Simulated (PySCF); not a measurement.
H7InSi2. Atoms are numbered in the order given.

```xyz
10

In    -0.4028    -0.2911     0.0071
H     -1.8220    -1.3263     0.0121
Si     1.7888    -1.1866     1.0965
H      1.5282    -1.7595     2.4677
H      2.8546    -0.1302     1.2322
H      2.3577    -2.2997     0.2491
Si    -0.5906     2.0542    -1.1141
H     -1.6603     2.8763    -0.4369
H     -0.9865     1.9169    -2.5642
H      0.6930     2.8414    -1.0622
```

Coordinates come from a PBE-D3(BJ)/def2-SVP optimisation. The structure was generated by enumeration; whether it is a known compound was not checked. The def2 effective core potentials stand for the cores of In; spin–orbit coupling is left out.

Calculation: PySCF with C-PCM-M06-2X/def2-SVP.

The values are the electrostatic part of the solvation free energy, E(continuum) − E(gas) at the gas-phase geometry, in a cavity of scaled van der Waals radii (PySCF's table); cavitation and dispersion terms are not included. A continuum can't describe solvent molecules that bind to the metal. In vacuum the orbital gap is 6.08 eV. The dipole moment in vacuum is 0.20 D.

Question: Estimate the values in water (ε = 78.36), cyclohexanone (ε = 15.62), n-hexane (ε = 1.88). (An estimate is asked for; the answer gives what the named calculation found.)

Answer: 
| solvent | ε | ΔG(elec) (kcal/mol) | dipole (D) | gap (eV) |
|---|---|---|---|---|
| water | 78.36 | -4.3 | 0.25 | 6.43 |
| cyclohexanone | 15.62 | -4.1 | 0.25 | 6.41 |
| n-hexane | 1.88 | -1.9 | 0.22 | 6.24 |
